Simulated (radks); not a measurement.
Spherical quantum dot in the effective-mass picture: electrons in a hard-walled sphere of radius 3.06, with a point charge +1 (a donor) at the centre, all in effective atomic units (hartree* = m*/eps^2 hartree, bohr* = eps/m* bohr), one dielectric constant everywhere. Calculated with a radial shooting solver with Libxc functionals: non-relativistic Kohn-Sham, r2SCAN, spin-polarised, spherical densities, generalised Kohn-Sham scheme. Levels are named by radial order and angular momentum (1s, 1p, 1d, 2s, ...), and open shells are averaged over m. Each electron was tried in the lowest free levels, single moves between levels near the top were tried too, and the lowest total energy was kept; such a search can miss a lower state. At N = 1 the Hartree and exchange-correlation terms need not cancel, so that row can carry a self-interaction error.

N                         open shells  2S  E (hartree*)  addition energy mu(N+1) - mu(N) (hartree*)  e(HOMO) (hartree*)  rms radius (bohr*)
1                    1s(up 1, down 0)   1     -0.429012                                      0.6948            -0.17145               1.294
2                                none   0     -0.163176                                       1.179             0.49361               1.421
3                    1p(up 1, down 0)   1       1.28160                                      0.3910              1.6346               1.620
4                    1p(up 2, down 0)   2       3.11740                                      0.4150              2.0411               1.721
5                    1p(up 3, down 0)   3       5.36816                                      0.5965              2.4616               1.786
6                    1p(up 3, down 1)   2       8.21543                                      0.3815              3.0339               1.835
7                    1p(up 3, down 2)   1       11.4442                                      0.4011              3.4273               1.874
8                                none   0       15.0742                                       1.044              3.8338               1.905
9                    1d(up 1, down 0)   1       19.7481                                      0.3865              4.8659               1.943
10                   1d(up 2, down 0)   2       24.8085                                      0.3920              5.2557               1.974
11                   1d(up 3, down 0)   3       30.2609                                      0.3948              5.6494               2.000
12                   1d(up 4, down 0)   4       36.1081                                      0.3963              6.0451               2.023
13                   1d(up 5, down 0)   5       42.3516                                      0.5596              6.4421               2.043
14                   1d(up 5, down 1)   4       49.1548                                      0.3769              6.9905               2.061
15                   1d(up 5, down 2)   3       56.3349                                      0.3828              7.3706               2.078
16                   1d(up 5, down 3)   2       63.8978                                      0.3867              7.7556               2.092
17                   1d(up 5, down 4)   1       71.8473                                      0.3894              8.1438               2.106
18                               none   0       80.1863                                      0.7778              8.5342               2.118
19                   2s(up 1, down 0)   1       89.3030                                      0.7126              9.3644               2.110
20                               none   0       99.1323                                      0.4622              10.063               2.100
21                   1f(up 1, down 0)   1       109.424                                      0.3481              10.482               2.114
22  2s(up 1, down 0) 1f(up 3, down 0)   4       120.063                                           -              10.825               2.148

All shells are closed at N = 2, 8, 18, 20 (there: 1s2 1p6 1d10 2s2); the second difference of the energy has clear peaks (12 % above both neighbours; the first and last values, which can be the largest, are not judged, and half-filled shells can peak too) at N = 2, 5, 8, 13.
